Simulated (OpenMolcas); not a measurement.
A run on Ti2+ among 5 point charges of -0.98 e arranged as a square pyramid (C4v), 2.11 Å from the ion, with the axial distance 2.068 Å.

```json
{
  "Program": "OpenMolcas",
  "Method": "SS-CASPT2, IPEA 0.25 Eh, imaginary shift 0.1 Eh (closed shells correlated: 3s 3p)",
  "Basis": "ANO-RCC-VDZP [5s4p2d1f]",
  "Scalar Hamiltonian": "DKH2, point nucleus",
  "Active space": "2 electrons in 5 orbitals (3d)",
  "State averaging": "2S+1 = 3 even, 10 roots; 2S+1 = 1 even, 15 roots",
  "Spin-orbit coupling": "state interaction with AMFI integrals over the reference wave functions"
}
```

First CASPT2 step and the start of its output:

```
&CASPT2
Multistate=10 1 2 3 4 5 6 7 8 9 10
NoMult
Frozen=5
IPEA=0.25
Imaginary=0.1
MaxIter=60
WThr=0.0 0.3 0.05
PrWF=0.5
NoMix
```

```
--- CASPT2 ---
Orbital specifications:
      -----------------------

      Symmetry species                           1
                                                 a
      Frozen orbitals                            5
      Inactive orbitals                          4
      Active orbitals                            5
      Secondary orbitals                        20
      Deleted orbitals                           0
      Number of basis functions                 34
Type of calculation                        SS-CASPT2
      Fock operator                              state-specific
      IPEA shift                                 0.25
      Real shift                                 0.00
      Imaginary shift                            0.10
      The input orbitals will be transformed to quasi-canonical
Reference energy:        -854.5527703373
      E2 (Non-variational):      -0.2395962071
      Shift correction:          -0.0004602255
      E2 (Variational):          -0.2400564327
      Total energy:            -854.7928267700
      Residual norm:              0.0000004588
      Reference weight:           0.94508
      Contributions to the CASPT2 correlation energy
      Active & Virtual Only:         -0.0091745177
      One Inactive Excited:          -0.0761862538
      Two Inactive Excited:          -0.1542354357
Reference energy:        -854.5527703373
      E2 (Non-variational):      -0.2395962083
      Shift correction:          -0.0004602253
      E2 (Variational):          -0.2400564336
      Total energy:            -854.7928267709
      Residual norm:              0.0000004588
      Reference weight:           0.94508
      Contributions to the CASPT2 correlation energy
      Active & Virtual Only:         -0.0091745146
...
```

Over all roots the printed reference weights run from 0.35 to 0.95, and roots that are degenerate in the reference spread by up to 0.0044 cm-1.

Question: Did the run give usable levels, and if not, why?

Answer: No. The equations converged, but the reference weight falls to 0.35 for at least one root against 0.95 for the best. A drop of that size marks an intruder state, so the energies of such roots and the levels built on them can't be trusted.
